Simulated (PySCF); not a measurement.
# Levels of Ho³⁸⁺ from EOM-EA-GCCSD

Reference: closed-shell Ho³⁹⁺, [Ar] 3d10; one electron is added. Calculated with PySCF 2.14, two-component X2C-1e with screened spin-orbit coupling, an uncontracted even-tempered set (18 s from 2.8 bohr⁻², ratio 2.6; 15 p from 3.6 bohr⁻², ratio 2.6; 10 d from 3.6 bohr⁻², ratio 2.6; 6 f from 3.7 bohr⁻², ratio 2.8); frozen [Ar]; the 98 highest virtual spinors dropped; of the others 70 kept and the rest restored at second order. No Breit or QED terms. Binding energies in eV.

```
level  Koopmans  second order  EOM-CCSD
4s1/2    1772.1        1773.5    1773.4
4p1/2    1690.4        1691.7    1691.7
4p3/2    1628.6        1629.8    1629.8
```

Electric-dipole lines between these computed levels:

| lower | upper | ΔE (eV) | vacuum wavelength (nm) |
| --- | --- | --- | --- |
| 4s1/2 | 4p1/2 | 81.755 | 15.17 |
| 4s1/2 | 4p3/2 | 143.61 | 8.634 |

For comparison, the ionisation energy of Ho³⁸⁺ is 1773.6 ± 0.9 eV (semi-empirical (NIST evaluation); NIST Atomic Spectra Database, ionization energies).
